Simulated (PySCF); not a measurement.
Finite-field polarisability of Fe (iron, neutral)

[Ar] 3d6 4s2, high-spin 5D determinant. Computed with PySCF 2.14 in ANO-RCC-VTZP (6s5p3d2f1g, 59 functions), with the spin-free X2C one-electron Hamiltonian (Gaussian nucleus). Frozen: [Ar]. Energy changes in a uniform field (μhartree):

| axis | F (au) | HF | MP2 | CCSD | CCSD(T) |
| --- | --- | --- | --- | --- | --- |
| x | 0.0016 | -95.595 | -59.681 | -75.724 | -74.388 |
| x | 0.0032 | -382.290 | -239.803 | -302.954 | -297.607 |
| z | 0.0016 | -99.364 | -54.223 | -78.511 | -77.407 |
| z | 0.0032 | -397.257 | -219.789 | -314.141 | -309.694 |

By symmetry the remaining axis equals x.

(1) Derive α along x at CCSD(T) from the two fields.

(2) And the mean polarisability at each level?

The basis has no added diffuse functions, which lowers α.

Results:

(1) With ΔE = −αF²/2 − γF⁴/24, α = −(16 ΔE(F) − ΔE(2F))/(6F²) = 58.11 bohr³.

(2) The components xx, yy, zz at CCSD(T) are 58.11, 58.11, 60.47, the third axis being equal by symmetry to one of the two computed. Means: HF 75.67, MP2 45.09, CCSD 59.88, CCSD(T) 58.90 bohr³. Reference: 62 ± 4 bohr³ (recommended; Schwerdtfeger and Nagle, table of static dipole polarizabilities (2023 update)).
